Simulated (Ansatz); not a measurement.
Molecule: C3H3O (charge -1, singlet). It need not be the lowest isomer of its formula. Whether it binds its extra electron was not tested at this geometry. 
Coordinates optimised at B3LYP-D3(BJ)/def2-TZVP (Ansatz, an electronic-structure program):
```
C
C 1 1.2951
C 1 1.3261 2 172.47
H 3 1.0810 1 126.61 2 -108.59
H 2 1.1025 1 115.16 3 -160.04
O 3 1.4444 4 110.34 1 -178.17
H 6 0.9640 3 103.92 4 166.65
```
Charge -1, spin multiplicity 1.

Basis-set convergence of Hartree-Fock and CCSD correlation energies (hartree) with Ansatz. Correlated levels leave the core frozen unless marked. Spin-orbit coupling is left out. Non-relativistic. This anion needs diffuse functions, which these sets lack.

```csv
basis,functions,E(HF),"E(corr, CCSD)"
cc-pVDZ,-,-190.08133,-0.60843
cc-pVTZ,162,-190.14370,-0.74032
cc-pVQZ,310,?,?
```

**Question.** Complete the blanks.

**Answer.** 
- cc-pVQZ, E(HF): -190.16075
- cc-pVQZ, E(corr, CCSD): -0.78310
